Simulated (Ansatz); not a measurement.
```yaml
crystal:
  periodic: [false, false, false]
  atoms:
    - {symbol: W, position_ang: [-1.135265, -1.100202, -1.309977]}
    - {symbol: W, position_ang: [1.423232, -0.398257, -1.153685]}
    - {symbol: W, position_ang: [-0.562128, 1.397037, 0.101508]}
    - {symbol: W, position_ang: [0.304290, -0.840414, 1.201069]}
    - {symbol: Se, position_ang: [-2.447577, 0.977118, -1.338231]}
    - {symbol: Se, position_ang: [0.044209, -0.412585, 3.362417]}
    - {symbol: Se, position_ang: [-1.467760, -2.702923, 0.466697]}
    - {symbol: Se, position_ang: [0.398505, -1.683647, -2.974356]}
    - {symbol: Se, position_ang: [-1.200095, 2.441710, 1.917154]}
    - {symbol: Se, position_ang: [1.988373, 1.967961, 0.065704]}
    - {symbol: Se, position_ang: [2.514709, -1.627603, 0.728284]}
    - {symbol: Se, position_ang: [1.018052, 2.092949, -2.222870]}
basis:
  gaussian: {orbitals: def2-TZVPP, fitting: {mean_field: def2-universal-jkfit}, nuclear_model: gaussian}
hamiltonian: {xc: {name: r2SCAN}}
```

```sh
$ ansatz run in.yaml --threads 2 --pin off --events-out ev --progress --plain --max-ram 32768MiB --backend cuda --devices 0, --max-vram 18GiB
```

Output, abridged:

```
Functional definition: r2SCAN
  name "r2SCAN"
  cite "Furness, Kaplan, Ning, Perdew & Sun, J. Phys. Chem. Lett. 11, 8208 (2020) doi:10.1021/acs.jpclett.0c02405"
  cite "Furness, Kaplan, Ning, Perdew & Sun, J. Phys. Chem. Lett. 11, 9248 (2020) doi:10.1021/acs.jpclett.0c03077"
  parent r2scan
  parameter k0 = 0.174
  parameter k1 = 0.065
  parameter a1 = 4.9479
  exchange = r2scan_x(k0 = k0, k1 = k1, a1 = a1)
  correlation = r2scan_c
3036 factors; integrals over basis functions are off by at most 2.6e-1 eV
mean field evaluation 1: about -530099.6922 eV, gradient 9.3e1 eV
mean field evaluation 2: about -529707.0412 eV, gradient 3.7e2 eV
mean field evaluation 4: about -530080.9474 eV, gradient 1.3e2 eV
mean field evaluation 8: about -530116.3540 eV, gradient 1.8e1 eV
mean field evaluation 16: about -530117.0865 eV, gradient 5.6e-2 eV
mean field evaluation 32: about -530113.6013 eV, gradient 2.2e1 eV
mean field -530117.08651172 eV, -19481.4436030386 hartree, gradient 1.4e-5 eV, S^2 0.000000; 4 other end points of the search recorded, 0 dependent functions left out
reference -530117.08652666 eV, -19481.4436035879 hartree; 164, 164 occupied and 444, 444 virtual orbitals, 3036 factors
Total energy: -530117.08652666 eV, -19481.4436035879 hartree
```

Hardware: 2 threads of AMD EPYC 7R13 on a shared host and a share (18 GiB) of an NVIDIA H100 80GB HBM3. Wall time 13 s, peak host memory 1.1 GiB.

In the def2 sets W takes a core potential; there is no spin–orbit coupling. This restricted singlet of an open-shell metal wasn't tested against broken symmetry or higher spin.
